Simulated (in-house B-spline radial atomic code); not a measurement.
Configurations of Si III (Si2+), with energies counted from [Ne] 3s2. All numbers are computed (scalar-relativistic (X2C) TPSSh, spin-polarised, spherical fractional occupations, exact exchange averaged over the configuration; Fermi nucleus of rms radius 3.1224 fm) with an all-electron radial atomic-structure program (B-spline basis), not measured. Shells without spins written out take the highest spin.

Occupations are held fixed; configurations that lie above the ionisation limit could autoionise.

```json
{"configuration": "[Ne] 3s1 3p1", "E - E(ref) (eV)": "6.3992", "highest orbital": "3p up", "its <r> (bohr)": "2.183"}
{"configuration": "[Ne] 3s1 4p1", "E - E(ref) (eV)": "21.023", "highest orbital": "4p up", "its <r> (bohr)": "4.883"}
{"configuration": "[He] 2s2 2p5 3s2 4p1", "E - E(ref) (eV)": "121.11", "highest orbital": "4p up", "its <r> (bohr)": "4.645"}
{"configuration": "[He] 2s2 2p5 3s2 4f1", "E - E(ref) (eV)": "125.99", "highest orbital": "4f up", "its <r> (bohr)": "5.757"}
{"configuration": "[He] 2s1 2p6 3s2 3p1", "E - E(ref) (eV)": "149", "highest orbital": "3p up", "its <r> (bohr)": "2.006"}
```

(1) Order these further configurations by energy, lowest first.
A. [He] 2s1 2p6 3s2 4f1
B. [He] 2s2 2p5 3s2 3d1
C. [Ne] 3s1 4f1
D. [Ne] 3s1 4s1
E. [He] 2s1 2p6 3s2 3d1

(2) How far above the reference does [He] 2s2 2p5 3s2 4s1 lie?

## Answers

(1) D (18.609 eV), C (25.31 eV), B (116.22 eV), E (160.84 eV), A (170.63 eV).

(2) 118.65 eV; its least bound orbital is 4s up with <r> = 4.138 bohr.
